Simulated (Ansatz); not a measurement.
Harmonic frequencies (cm⁻¹) at PBE0-D4/def2-TZVP from Ansatz: 95, 137, 152, 182, 190, 260, 295, 446, 473, 707, 730, 754, 760, 772, 920, 965, 1001, 1060, 1337, 1361, 1451, 1460, 1462, 1470, 1828, 1867, 1871, 3061, 3064, 3159, 3163, 3171, 3171.

(1) Which molecule is it?
A. `C[BH-](C)[AsH3+]`
B. `C[S+](C)[AlH3-]`
C. `[CH3][AlH-]([CH3])[SH2+]`
D. `C[S+](C)[GaH3-]`

Answers

(1) B.
